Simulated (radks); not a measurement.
Q: All-electron atom: Xe XXVII in [Ne] 3p6 3d10 4s2 (not the ground configuration). All-electron calculation, Dirac Kohn-Sham, RPBE, spin-unpolarised, spherical densities, point nucleus. Program: a radial shooting solver on a logarithmic mesh with Libxc functionals. Some entries of the table are withheld. Estimate them.

orbital  occ.  eigenvalue (Ry)  <r> (bohr)
1s1/2       2        -2595.956     0.02664
2s1/2       2        -461.0622      0.1138
2p1/2       2        -437.7856         (1)
2p3/2       4        -413.7467         (2)
3s1/2       0        -143.0675      0.2981
3p1/2       2              (3)      0.2870
3p3/2       4              (4)      0.2975
3d3/2       4        -112.1631      0.2659
3d5/2       6        -111.1014      0.2691
4s1/2       2        -66.06076      0.6108
4p1/2       0              (5)         (6)
4p3/2       0              (7)         (8)
4d3/2       0        -54.49584         (9)
4d5/2       0        -54.17600        (10)
4f5/2       0        -47.54482      0.5955
4f7/2       0        -47.47007      0.5971

A: 
(1) 2p1/2 <r> (bohr): 0.09587
(2) 2p3/2 <r> (bohr): 0.1016
(3) 3p1/2 eigenvalue (Ry): -133.4994
(4) 3p3/2 eigenvalue (Ry): -128.6276
(5) 4p1/2 eigenvalue (Ry): -62.23890
(6) 4p1/2 <r> (bohr): 0.6132
(7) 4p3/2 eigenvalue (Ry): -60.75084
(8) 4p3/2 <r> (bohr): 0.6286
(9) 4d3/2 <r> (bohr): 0.6247
(10) 4d5/2 <r> (bohr): 0.6290
